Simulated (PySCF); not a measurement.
# Computed data sheet: `C[Si](F)(F)Cl` (methyl(difluoro)silyl chloride)

Species: methyl(difluoro)silyl chloride, CH₃ClF₂Si.
Atom-mapped SMILES: `[CH3:1][Si:2]([F:3])([F:4])[Cl:5]` (hydrogens: H6, H7, H8 on C1)

Structure used (PBE0-D3(BJ)/def2-TZVP), in Å, numbered top down from 1:
```xyz
8
CH3ClF2Si angstrom
C     -0.9828   -0.2200   -0.0302
Si     0.7917    0.2218    0.0742
F      1.3789   -0.1123    1.5053
F      1.0005    1.7751   -0.1436
Cl     1.9177   -0.7548   -1.3029
H     -1.1203   -1.2911    0.1262
H     -1.3798    0.0411   -1.0130
H     -1.5495    0.3221    0.7300
```

PBE0-D3(BJ)/def2-TZVP geometry optimisation, gas phase (PySCF):

```yaml
Point_group: Cs
Rotational_constants_A_B_C: 3.750, 2.406, 2.301 GHz
```

**B97-2/pcSseg-2 ground state and GIAO shieldings, non-relativistic (PySCF)**

```yaml
Dipole_moment: 2.35 D
HOMO_energy: -9.43 eV
LUMO_energy: 0.36 eV
HOMO–LUMO_gap: 9.79 eV
13C_chemical_shifts_computed_TMS_as_zero_by_class: -2.2 (C1) ppm
1H_chemical_shifts_computed_TMS_as_zero_by_class: 0.53 (H6/H7/H8) ppm
Isotropic_shieldings_of_nuclei_other_than_C_and_H_by_class: 306 (F3/F4), 370 (Si2), 886 (Cl5) ppm
```

Monoisotopic mass from the formula: 115.9661 u.

 With B = h/(8π²I), that is 505.379 GHz u Å² over I, the principal moments of inertia are 134.8, 210.1 and 219.7 u Å² (most abundant isotopes); the inertial defect Ic − Ia − Ib is -125.2 u Å² (zero for a rigid planar frame, negative otherwise). In atomic units the dipole is 0.93 e·bohr (1 au = 2.5417 D). The rotational constants make it an asymmetric top with κ = (2B − A − C)/(A − C) = -0.86, nearer the prolate limit (−1).

Isolated species at its PBE0-D3(BJ)/def2-TZVP geometry, gas phase.

For the geometry optimisation (PBE0-D3(BJ)/def2-TZVP), on an Arm Neoverse V1 with one thread (shared host), this took 71 s and 0.73 GiB of memory at its peak.
